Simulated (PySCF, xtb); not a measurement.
FGeH5OSi, SMILES [GeH3][O][SiH2]F. The values are those of a single conformer.

Harmonic wavenumbers (cm⁻¹) from GFN2-xTB (xtb) at its own minimum, in rising order: 10, 53, 59, 263, 395, 544, 575, 596, 600, 730, 745, 781, 793, 798, 826, 997, 1949, 2028, 2046, 2346, 2361.

Problem. What does PBE-D3(BJ)/def2-SVP (PySCF 2.14.0) give at its own minimum? (An estimate is asked for; the answer gives what the named calculation found.)

Solution. 29, 55, 106, 315, 504, 610, 624, 687, 719, 822, 835, 837, 842, 927, 942, 1004, 2077, 2103, 2116, 2177, 2217. Paired by order, the mean absolute difference is 80 cm⁻¹ and the zero-point energies are 27.9 and 29.4 kcal/mol.
